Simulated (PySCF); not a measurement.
Compound: C6H8S.
Atom-mapped SMILES: `[CH2:1]=[CH:2][C:3](=[CH2:4])[C:5]([CH3:6])=[S:7]` (hydrogens: H8, H9 on C1; H10 on C2; H11, H12 on C4; H13, H14, H15 on C6)

Cartesian coordinates in Å at the PBE0-D3(BJ)/def2-SVP level; atoms count from 1:
```xyz
15
C6H8S angstrom
C      2.0691    0.2774    1.3424
C      1.5613    0.4234    0.1137
C      0.2736   -0.0693   -0.3954
C     -0.1024    0.2396   -1.6530
C     -0.6283   -0.9031    0.4482
C     -2.0409   -0.4264    0.5737
S     -0.1078   -2.2646    1.1790
H      3.0321    0.7253    1.5984
H      1.5600   -0.2974    2.1188
H      2.1288    1.0050   -0.6217
H     -1.0500   -0.1001   -2.0761
H      0.5616    0.8093   -2.3087
H     -2.4947   -0.2724   -0.4188
H     -2.0487    0.5598    1.0693
H     -2.6448   -1.1348    1.1534
```

All values: wB97X-D/def2-SVPD (PySCF, non-relativistic), on one gas-phase PBE0-D3(BJ)/def2-SVP geometry that isn't relaxed in the solvent. The solvent is an IEF-PCM continuum (cavity from Bondi-type radii × 1.2), and excitations are vertical TDDFT with non-equilibrium linear response and a frozen core. Only the electrostatic response of the medium enters.

```csv
run,E − E(gas) (kcal/mol),HOMO (eV),HOMO–LUMO gap (eV),dipole (D),lowest singlet (eV),static polarisability (au)
gas,0.00,-8.23,7.64,2.70,2.37,97.1
P,-2.17,-8.31,7.71,3.30,2.43,114.3
Q,-5.33,-8.48,7.82,4.26,2.56,143.4
```

Problem. The runs were made in benzene and water. Which run belongs to which solvent?

Solution. P = benzene, Q = water. The dielectric constants are 2.271 (benzene), 78.36 (water), and the energy falls further as ε rises. The optical constants n² used for the excitations are 2.25, 1.78 in the same order. In this model the ground state sees the solvent through ε alone.

Problem. How constant is the ratio of the lowering to (ε − 1)/(2ε + 1)?

Solution. 
| solvent | (ε − 1)/(2ε + 1) | E − E(gas) (kcal/mol) | ratio (kcal/mol) | polarisation term (kcal/mol) |
| --- | --- | --- | --- | --- |
| benzene | 0.229 | -2.17 | -9.5 | -2.41 |
| water | 0.490 | -5.33 | -10.9 | -6.84 |

The ratio changes by +15.0 % in size from benzene to water. The polarisation term is half the interaction of the solute with the induced surface charges.

wB97X-D is run here without its empirical dispersion term; that term would change no orbital, density or response property at a fixed geometry.
